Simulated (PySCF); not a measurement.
## RbSr: energy against distance

Set-up: PySCF, spin-free X2C with a Gaussian nucleus, basis sets Rb x2c-TZVPall, Sr x2c-TZVPall. Energies in eV from Rb + Sr in their ground configurations at the same level. State: ²Σ⁺ (doublet), unpaired electrons σ ↑.

All columns are PBE0. A positive dipole means Rb(−)Sr(+).

```tsv
R (Å)	E (eV)	μ (D)	Mulliken charge on Rb (basis-dependent)	HOMO (eV)	LUMO (eV)	Mayer bond order	⟨S²⟩
4.005	-0.093	-1.87	-0.11	-2.71	-1.40	0.63	0.76
4.191	-0.152	-1.99	-0.08	-2.73	-1.42	0.59	0.76
4.378	-0.183	-2.05	-0.05	-2.74	-1.43	0.55	0.76
4.517	-0.194	-2.07	-0.02	-2.76	-1.44	0.52	0.76
4.657	-0.196	-2.07	0.01	-2.77	-1.45	0.48	0.76
4.797	-0.193	-2.05	0.03	-2.79	-1.46	0.45	0.76
4.983	-0.182	-2.01	0.05	-2.80	-1.46	0.40	0.76
5.216	-0.163	-1.91	0.07	-2.82	-1.46	0.35	0.76
5.495	-0.137	-1.76	0.08	-2.84	-1.46	0.29	0.76
5.868	-0.103	-1.51	0.08	-2.86	-1.44	0.22	0.75
```

A fit through these points gives, at Re = 4.637 Å, μ = -2.07 D and dμ/dR = 0.0544 D/Å; the reduced mass is 43.19 u.

Q: How strong is the fundamental in the double-harmonic approximation, I = 42.26·(dμ/dR)²/μred km/mol?

A: I = 42.26·(0.0544)²/43.19 = 0.00290 km/mol at PBE0.

The bond is weak. Basis-set superposition, not corrected here, can be much of De in a small basis, most of all at correlated wavefunction levels. Functionals without a dispersion term scatter widely for such bonds, and LDA overbinds them. Spin–orbit coupling is left out. The state was picked by a PBE0 search and need not be the measured ground state.
